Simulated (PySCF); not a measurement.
# [Pb(NH2)2]2+ at several levels of theory

Computed with PySCF 2.14.0 (density fitting, no spin-orbit coupling) at the geometry relaxed with PBE:

```xyz
7
[Pb(NH2)2]2+ (singlet)
Pb    0.0000    0.0000   -0.1503
N     1.9778   -0.1033    0.8210
H     2.6898   -0.6261    0.2525
H     2.3898    0.8433    1.0199
N    -1.9778    0.1033    0.8210
H    -2.6898    0.6261    0.2525
H    -2.3898   -0.8433    1.0199
```

| level | basis | state | HOMO (eV) | gap (eV) | charge on Pb1 (e) | dipole about the centre of mass (D) | largest force component (eV/Å) |
| --- | --- | --- | --- | --- | --- | --- | --- |
| PBE | Pb def2-SVP with ECP60, N def2-SVP, H def2-SVP | singlet | -18.39 | 1.07 | 1.29 | 1.03 | 0.01 |
| BP86 | the same | singlet | -18.50 | 1.09 | 1.29 | 1.05 | 0.04 |
| r2SCAN | the same | singlet | -18.59 | 1.31 | 1.35 | 0.89 | 0.28 |
| BLYP | the same | singlet | -18.24 | 1.08 | 1.27 | 1.12 | 0.29 |
| PBE | Pb def2-TZVP with ECP60, N def2-TZVP, H def2-TZVP | singlet | -18.43 | 1.17 | 1.36 | 1.11 | 0.46 |
| PBE | Pb x2c-SVPall, N x2c-SVPall, H x2c-SVPall | singlet | -18.40 | 1.08 | 1.33 | 1.05 | 0.22 |

Charges are Mulliken's, which hang on the basis. The relaxation used the grid (50, 194), these runs (75, 302) or, all-electron (x2c bases, spin-free X2C Hamiltonian), (99, 590).

Question: What does wB97X with Pb def2-SVP with ECP60, N def2-SVP, H def2-SVP give here?

Answer: state singlet, HOMO (eV) -21.27, gap (eV) 6.53, charge on Pb1 (e) 1.36, dipole about the centre of mass (D) 0.42, largest force component (eV/Å) 1.04. Time: 3.3 s on 2 threads of Arm Neoverse V1, on a shared host, from an already converged density.

In the first row's basis the gap widens with exact exchange: 1.1 to 1.3 eV for PBE, BLYP, BP86, r2SCAN (none); 6.5 eV for wB97X (rising or full at long range).
